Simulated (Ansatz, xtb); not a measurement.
# A geometry optimisation of FGaGeHO with r2SCAN-D4/def2-SVP

The starting geometry of this gas-phase doublet was built from a drawn formula by distance geometry; its bonds are those of `[O]=[Ge]([F])[GaH]`.

```xyz
5

F     0.8049    0.3751   -2.5134
Ga   -2.0389   -0.5592   -0.8658
Ge   -0.4806    1.0981   -1.4535
O    -1.2224    2.3775   -2.3242
H    -2.5433   -0.7696    0.3966
```

Task: Where would you expect an optimisation with r2SCAN-D4/def2-SVP to take it?

Result: It rearranges, giving a structure given below by its coordinates. Distances that change by over a tenth: Ga2–Ge3 (2.35 → 2.72 Å), Ga2–H5 (1.38 → 1.54 Å). Contacts that open: F1–Ge3 (1.82 → 3.67 Å). Contacts that close: F1–Ga2 (3.42 → 1.76 Å), Ga2–O4 (3.38 → 1.85 Å).

The energy falls by 2.61 eV over 47 steps:

```json
{"step": "1", "E − E(last) (eV)": "2.610"}
{"step": "6", "E − E(last) (eV)": "1.877"}
{"step": "11", "E − E(last) (eV)": "1.859"}
{"step": "16", "E − E(last) (eV)": "1.852"}
{"step": "21", "E − E(last) (eV)": "1.593"}
{"step": "27", "E − E(last) (eV)": "1.413"}
{"step": "32", "E − E(last) (eV)": "1.278"}
{"step": "37", "E − E(last) (eV)": "0.997"}
{"step": "42", "E − E(last) (eV)": "0.022"}
{"step": "47", "E − E(last) (eV)": "0.000"}
```

Final geometry (Å):

```xyz
5

F     0.3461   -0.8030   -1.3640
Ga   -1.2143   -0.0195   -1.1844
Ge   -0.8253    2.6720   -1.3327
O    -1.3830    1.3739   -2.3958
H    -2.4038   -0.7015   -0.4834
```

From the same start GFN2-xTB ends elsewhere, differing in F1–Ga2 (4.17 against 1.76 Å here), F1–Ge3 (1.85 against 3.67 Å here), Ga2–Ge3 (3.55 against 2.72 Å here).

No frequencies were run, so the end isn't proven a minimum. Open shells are spin-unrestricted. Run with Ansatz 0.2.0, 2.6 min on 2 threads of Intel(R) Xeon(R) 6975P-C (Granite Rapids), with other jobs on the host.
